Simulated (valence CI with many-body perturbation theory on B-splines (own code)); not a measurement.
**Ba XXXIII: E2, M1 decay**

Calculated by configuration interaction combined with many-body perturbation theory (CI+MBPT): six valence electrons over a frozen Dirac-Fock core [Ar], radial functions for each j: 7 s, 7 p, 8 d, 6 f, 4 g, 1 h, with the one-electron correlation potential Σ1 (screened to all orders), the two-electron term Σ2, the three-electron term Σ3, Breit, model QED; selected single and double excitations, second order for the rest, scaled by the run's own slope (own B-spline code, finite nucleus).

The last digits are not significant, and no measured levels were compared; by estimate large intervals hold to a few tenths of a per cent, small ones and those within an open d or f shell to about a per cent. Core correlation moves these levels by up to 7800 cm⁻¹, and in measured spectra 5 to 20 % of such shifts remained as error; rates that hang on mixing are uncertain with them. Among the levels kept, up to 990 cm⁻¹ of a level comes from second order outside the variational space, and about a tenth of that is noise between levels of different J, which matters for small intervals. Only levels of the ground parity were solved; by the run's estimate the other parity begins above the list, which can be wrong where configurations are misplaced.

Lines 51 to 100 of 120 in falling wavelength, among levels below 92.947 eV, chosen from the decays that carry over 1 % of a level's rate. Wavelengths and rates use the calculated energies. Electric multipoles are in the length gauge, E1 and E2 with the static RPA response of the core. Weak lines are less certain than strong ones. Lines between different terms over intervals too small for the method are left out, as are lines whose strength nearly cancels. Where a level lies close to another of its J and parity, the split of strength between their lines is uncertain. The highest levels of a list are the least certain. Branching is blank where the lifetime is uncertain.

Levels are named by their leading jj configuration (3d3/2^4 stands for four electrons in 3d with j = 3/2), which in mixed levels can hold well under half, so a name can repeat and another be missing. Letters in brackets count levels of one name in rising energy.

```tsv
λ vac (nm)	Upper	Lower	Type	A (s⁻¹)	Branch %
69.56	(3d3/2^2 3d5/2^4) J=2 [c]	(3d3/2^3 3d5/2^3) J=3 [c]	M1	1.95e+04	18.8
68.40	(3d3/2^2 3d5/2^4) J=2 [b]	(3d3/2^2 3d5/2^4) J=2 [a]	M1	1.22e+04	17.3
67.66	(3d3/2^2 3d5/2^4) J=0 [a]	(3d3/2^3 3d5/2^3) J=1 [a]	M1	1.26e+05	100.0
67.46	(3d3/2 3d5/2^5) J=1	(3d3/2^3 3d5/2^3) J=0	M1	2.83e+03	1.1
67.00	(3d3/2^3 3d5/2^3) J=2 [b]	(3d3/2^3 3d5/2^3) J=1 [a]	M1	5.49e+03	14.5
65.48	(3d3/2^2 3d5/2^4) J=4 [c]	(3d3/2^3 3d5/2^3) J=3 [c]	M1	2.19e+04	22.9
65.41	(3d3/2 3d5/2^5) J=2	(3d3/2^2 3d5/2^4) J=2 [b]	M1	2.83e+04	18.4
64.44	(3d3/2 3d5/2^5) J=1	(3d3/2^3 3d5/2^3) J=2 [b]	M1	3.64e+04	14.1
64.01	(3d3/2^3 3d5/2^3) J=0	(3d3/2^3 3d5/2^3) J=1 [a]	M1	1.69e+04	99.2
63.83	(3d3/2 3d5/2^5) J=1	(3d3/2^2 3d5/2^4) J=0 [a]	M1	4.40e+04	17.1
63.26	(3d3/2^2 3d5/2^4) J=4 [a]	(3d3/2^3 3d5/2^3) J=4 [a]	M1	6.42e+04	68.1
62.96	(3d3/2^2 3d5/2^4) J=4 [c]	(3d3/2^2 3d5/2^4) J=4 [a]	M1	9.66e+03	10.1
62.03	(3d3/2^2 3d5/2^4) J=6	(3d3/2^3 3d5/2^3) J=6	M1	2.46e+04	70.4
61.99	(3d3/2 3d5/2^5) J=2	(3d3/2^2 3d5/2^4) J=1	M1	3.17e+04	20.6
61.95	(3d3/2^2 3d5/2^4) J=6	(3d3/2^3 3d5/2^3) J=5	M1	1.03e+04	29.5
61.63	(3d3/2^3 3d5/2^3) J=2 [a]	(3d3/2^4 3d5/2^2) J=2	M1	3.13e+04	89.1
60.91	(3d3/2^3 3d5/2^3) J=3 [c]	(3d3/2^3 3d5/2^3) J=4 [a]	M1	1.95e+03	5.9
60.37	(3d3/2^2 3d5/2^4) J=2 [c]	(3d3/2^3 3d5/2^3) J=2 [b]	M1	1.92e+04	18.5
60.01	(3d3/2^3 3d5/2^3) J=3 [b]	(3d3/2^4 3d5/2^2) J=2	M1	4.24e+03	12.1
58.97	(3d3/2^3 3d5/2^3) J=1 [b]	(3d3/2^4 3d5/2^2) J=0	M1	1.91e+04	
58.22	(3d3/2^2 3d5/2^4) J=2 [c]	(3d3/2^3 3d5/2^3) J=1 [b]	M1	1.61e+04	15.5
58.04	(3d3/2^3 3d5/2^3) J=5	(3d3/2^4 3d5/2^2) J=4	M1	7.84e+03	93.2
57.97	(3d3/2^3 3d5/2^3) J=6	(3d3/2^4 3d5/2^2) J=4	E2	5.75e-02	99.4
57.82	(3d3/2^3 3d5/2^3) J=2 [b]	(3d3/2^3 3d5/2^3) J=3 [a]	M1	1.72e+04	45.3
57.59	(3d3/2^2 3d5/2^4) J=1	(3d3/2^3 3d5/2^3) J=2 [a]	M1	5.50e+03	9.0
56.73	(3d3/2 3d5/2^5) J=4	(3d3/2^2 3d5/2^4) J=3 [b]	M1	2.68e+04	16.9
56.57	(3d3/2^2 3d5/2^4) J=5	(3d3/2^3 3d5/2^3) J=4 [a]	M1	1.78e+03	3.7
56.36	(3d3/2^2 3d5/2^4) J=4 [b]	(3d3/2^3 3d5/2^3) J=3 [b]	M1	1.08e+04	20.6
56.28	(3d3/2^2 3d5/2^4) J=2 [b]	(3d3/2^3 3d5/2^3) J=3 [b]	M1	1.64e+04	23.1
54.92	(3d3/2^2 3d5/2^4) J=2 [b]	(3d3/2^3 3d5/2^3) J=2 [a]	M1	2.22e+04	31.4
53.88	(3d3/2^2 3d5/2^4) J=3 [a]	(3d3/2^3 3d5/2^3) J=4 [a]	M1	2.48e+04	32.1
53.77	(3d3/2^2 3d5/2^4) J=4 [c]	(3d3/2^3 3d5/2^3) J=4 [b]	M1	2.51e+04	26.2
52.99	(3d3/2^2 3d5/2^4) J=4 [a]	(3d3/2^3 3d5/2^3) J=3 [a]	M1	2.71e+03	2.9
51.66	(3d3/2 3d5/2^5) J=1	(3d3/2^2 3d5/2^4) J=2 [a]	M1	1.51e+05	58.7
51.33	(3d3/2^3 3d5/2^3) J=3 [c]	(3d3/2^3 3d5/2^3) J=3 [a]	M1	2.09e+03	6.3
50.70	(3d3/2 3d5/2^5) J=4	(3d3/2^2 3d5/2^4) J=3 [a]	M1	2.74e+03	1.7
49.02	(3d3/2^2 3d5/2^4) J=2 [c]	(3d3/2^2 3d5/2^4) J=2 [a]	M1	1.36e+04	13.1
48.53	(3d3/2 3d5/2^5) J=4	(3d3/2^2 3d5/2^4) J=5	M1	4.69e+04	29.5
48.50	(3d3/2^3 3d5/2^3) J=3 [b]	(3d3/2^4 3d5/2^2) J=4	M1	2.35e+04	67.3
48.41	(3d3/2^2 3d5/2^4) J=3 [b]	(3d3/2^3 3d5/2^3) J=4 [a]	M1	1.36e+04	23.7
47.32	(3d3/2^2 3d5/2^4) J=4 [b]	(3d3/2^3 3d5/2^3) J=5	M1	3.35e+04	64.1
46.25	(3d3/2^2 3d5/2^4) J=3 [a]	(3d3/2^3 3d5/2^3) J=3 [a]	M1	3.95e+04	51.2
45.99	(3d3/2 3d5/2^5) J=2	(3d3/2^2 3d5/2^4) J=3 [a]	M1	4.80e+04	31.2
45.73	(3d3/2 3d5/2^5) J=4	(3d3/2^3 3d5/2^3) J=3 [c]	M1	5.10e+03	3.2
44.49	(3d3/2 3d5/2^5) J=4	(3d3/2^2 3d5/2^4) J=4 [a]	M1	7.40e+04	46.6
43.58	(3d3/2 3d5/2^5) J=1	(3d3/2^3 3d5/2^3) J=2 [a]	M1	1.69e+04	6.6
43.40	(3d3/2^3 3d5/2^3) J=1 [b]	(3d3/2^4 3d5/2^2) J=2	M1	5.66e+03	
42.46	(3d3/2^2 3d5/2^4) J=2 [c]	(3d3/2^3 3d5/2^3) J=3 [b]	M1	7.44e+03	7.2
42.28	(3d3/2^3 3d5/2^3) J=2 [b]	(3d3/2^4 3d5/2^2) J=2	M1	1.19e+04	31.4
41.87	(3d3/2 3d5/2^5) J=2	(3d3/2^3 3d5/2^3) J=3 [c]	M1	1.00e+04	6.5
```
